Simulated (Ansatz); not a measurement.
Several settings on one geometry of `CC(C)(C)C#CC#CC#CC#CC#CC#CC#CC#CC#CC(C)(C)C` (that of the charge 0 singlet, PBE-D4/def2-SVP). Ansatz on 2 threads of AMD EPYC 7R13 on a shared host and a share (18 GiB) of an NVIDIA H100 80GB HBM3; times are rough.

```xyz
44

C   -13.035   -0.470    0.024
C   -12.397    0.328   -1.140
C   -12.797   -0.308   -2.495
C   -12.870    1.802   -1.090
C   -10.939    0.289   -1.005
C    -9.704    0.257   -0.894
C    -8.362    0.221   -0.770
C    -7.113    0.191   -0.652
C    -5.786    0.156   -0.528
C    -4.530    0.118   -0.413
C    -3.208    0.083   -0.290
C    -1.950    0.052   -0.173
C    -0.630    0.018   -0.051
C     0.629   -0.017    0.064
C     1.949   -0.052    0.183
C     3.208   -0.084    0.297
C     4.530   -0.118    0.419
C     5.785   -0.150    0.537
C     7.112   -0.185    0.658
C     8.362   -0.222    0.767
C     9.704   -0.258    0.889
C    10.940   -0.288    1.004
C    12.397   -0.328    1.138
C    12.847    0.791    2.111
C    12.816   -1.711    1.696
C    13.039   -0.105   -0.254
H   -12.756   -0.034    1.004
H   -14.140   -0.446   -0.067
H   -12.706   -1.527    0.009
H   -12.462   -1.362   -2.554
H   -13.900   -0.285   -2.608
H   -12.347    0.246   -3.342
H   -13.974    1.844   -1.193
H   -12.590    2.277   -0.129
H   -12.420    2.392   -1.912
H    12.553    1.789    1.731
H    13.951    0.769    2.220
H    12.394    0.653    3.112
H    13.920   -1.753    1.801
H    12.499   -2.527    1.017
H    12.364   -1.892    2.691
H    12.747    0.877   -0.674
H    14.145   -0.134   -0.165
H    12.726   -0.893   -0.967
```

Totals from different functionals, basis sets or treatments of relativity can't be compared as stabilities.

DK, ANO-RCC and x2c sets are all-electron and run with scalar relativity unless a key says otherwise.

Problem. Give the basis size and estimate the energy, ⟨S²⟩, dipole and time of these runs.

| run | method | charge | state | further keys |
| --- | --- | --- | --- | --- |
| 1 | RKS rPW86-PBE/ANO-RCC-VTZP | 0 | singlet | fitting: {mean_field: def2-universal-jkfit}; scf: {omitted_lower_state_checks: [starts]}; forces asked |
| 2 | RKS LDA (SPW92)/aug-cc-pVDZ | 0 | singlet | fitting: {mean_field: def2-universal-jkfit}; forces asked |
| 3 | RKS CAM-B3LYP-D3(BJ)/def2-mTZVPP | 0 | singlet | fitting: {mean_field: def2-universal-jkfit}; scf: {lower_state_search: off}; forces asked |

Solution. 
| run | functions | energy (Eh) | ⟨S²⟩ | dipole (D) | wall time |
| --- | --- | --- | --- | --- | --- |
| 1 | 1032 | -1004.2988 | – | 0.00 | 73 s |
| 2 | 753 | -991.9417 | – | 0.01 | 11 s |
| 3 | 584 | -1000.8411 | – | 0.00 | 7.5 s |
